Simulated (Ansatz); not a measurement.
AlH$_{7}$O$_{3}$Si$_{2}$ (`[OH][Al]([O][SiH3])[O][SiH3]`). Total charge 0; spin multiplicity 1. Geometry: relaxed with PBE0-D4/def2-TZVP. It is one conformer, not always the lowest.

```xyz
13

O     1.745    1.960   -0.531
Al    0.715    0.670   -0.193
O    -0.924    0.966   -0.080
Si   -2.429    1.573   -0.038
O     1.312   -0.880    0.026
Si    1.380   -2.479    0.308
H     2.691    1.852   -0.607
H    -3.380    0.524    0.416
H    -2.835    2.035   -1.392
H    -2.499    2.722    0.903
H     2.252   -2.743    1.483
H     0.025   -3.028    0.583
H     1.948   -3.173   -0.878
```

(1) What is the dipole moment at ωB97M-V/def2-TZVPP? (Best estimate.)

(2) And with PBE, r2SCAN, B3LYP? (Estimate.)

(3) Give the Mulliken charges with ωB97M-V, PBE, r2SCAN in def2-TZVPP. (Best estimate.)

Results:

(1) Computed: 1.23 D, with components (1.18, -0.32, -0.06) D in this frame, pointing from negative to positive charge.

(2) The calculation gave: PBE 1.21 D, r2SCAN 1.24 D, B3LYP 1.21 D.

(3) Ansatz gave: 
```
atom  ωB97M-V    PBE  r2SCAN
  O1    -0.39  -0.37   -0.42
 Al2     0.60   0.48    0.67
  O3    -0.32  -0.23   -0.36
 Si4     0.26   0.29    0.39
  O5    -0.34  -0.25   -0.37
 Si6     0.27   0.30    0.40
  H7     0.17   0.18    0.19
  H8    -0.04  -0.07   -0.09
  H9    -0.04  -0.07   -0.09
 H10    -0.04  -0.07   -0.08
 H11    -0.05  -0.07   -0.09
 H12    -0.04  -0.06   -0.08
 H13    -0.05  -0.07   -0.09
```

B3LYP here is the variant with VWN-RPA as its local correlation; programs differ in this.
